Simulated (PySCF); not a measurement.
Gas-phase reaction: SbH₃ + CH₃C(CH₃)₂CH₃ = Sb(CH₃)₃ + 2 CH₃

Energies from PySCF, thermal terms from the rigid-rotor harmonic-oscillator model, ideal gas at 1 bar. † marks an energy on the PBE0/def2-TZVP geometry and frequencies; other levels use their own. MP2 freezes the core. Open shells (unrestricted): CH₃ (multiplicity 2); the rest are closed-shell singlets. B3LYP is the form with VWN-RPA correlation. Sb: scalar-relativistic def2 core potential, no spin-orbit coupling. MP2 isn't extrapolated to the basis-set limit; its ΔH°(298 K) is 399.5 kJ in def2-SVP and 346.9 kJ in def2-TZVPP. The harmonic model lacks anharmonicity and excited electronic states, which grow with temperature; levels with a mode under 35 cm⁻¹ are left out. Internal rotation in CH₃C(CH₃)₂CH₃ is treated as a harmonic vibration of one conformer, which makes the entropy rough. Soft modes under 120 cm⁻¹ make the harmonic entropy rough for Sb(CH₃)₃.

```json
[
 {"level": "B3LYP/def2-TZVP†", "ΔE electronic, kJ": "332", "ΔH°(298 K), kJ": "318", "ΔS°(298 K), J/K": "209", "ΔG°(800 K), kJ": "144"},
 {"level": "BLYP/def2-TZVP†", "ΔE electronic, kJ": "318", "ΔH°(298 K), kJ": "304", "ΔS°(298 K), J/K": "209", "ΔG°(800 K), kJ": "130"},
 {"level": "M06-2X/def2-TZVP†", "ΔE electronic, kJ": "355", "ΔH°(298 K), kJ": "341", "ΔS°(298 K), J/K": "209", "ΔG°(800 K), kJ": "167"},
 {"level": "MP2/def2-SVP†", "ΔE electronic, kJ": "413", "ΔH°(298 K), kJ": "399", "ΔS°(298 K), J/K": "209", "ΔG°(800 K), kJ": "225"},
 {"level": "PBE/def2-SVP", "ΔE electronic, kJ": "402", "ΔH°(298 K), kJ": "389", "ΔS°(298 K), J/K": "214", "ΔG°(800 K), kJ": "211"},
 {"level": "PBE/def2-TZVP†", "ΔE electronic, kJ": "355", "ΔH°(298 K), kJ": "341", "ΔS°(298 K), J/K": "209", "ΔG°(800 K), kJ": "167"},
 {"level": "PBE0/def2-SVP†", "ΔE electronic, kJ": "399", "ΔH°(298 K), kJ": "385", "ΔS°(298 K), J/K": "209", "ΔG°(800 K), kJ": "211"},
 {"level": "PBE0/def2-TZVP", "ΔE electronic, kJ": "355", "ΔH°(298 K), kJ": "341", "ΔS°(298 K), J/K": "209", "ΔG°(800 K), kJ": "167"},
 {"level": "r2SCAN/def2-TZVP†", "ΔE electronic, kJ": "327", "ΔH°(298 K), kJ": "313", "ΔS°(298 K), J/K": "209", "ΔG°(800 K), kJ": "138"},
 {"level": "ωB97X-V/def2-TZVP†", "ΔE electronic, kJ": "377", "ΔH°(298 K), kJ": "364", "ΔS°(298 K), J/K": "209", "ΔG°(800 K), kJ": "189"}
]
```
ΔH° is lowest at BLYP/def2-TZVP† and highest at MP2/def2-SVP†. No reference value is set beside these.
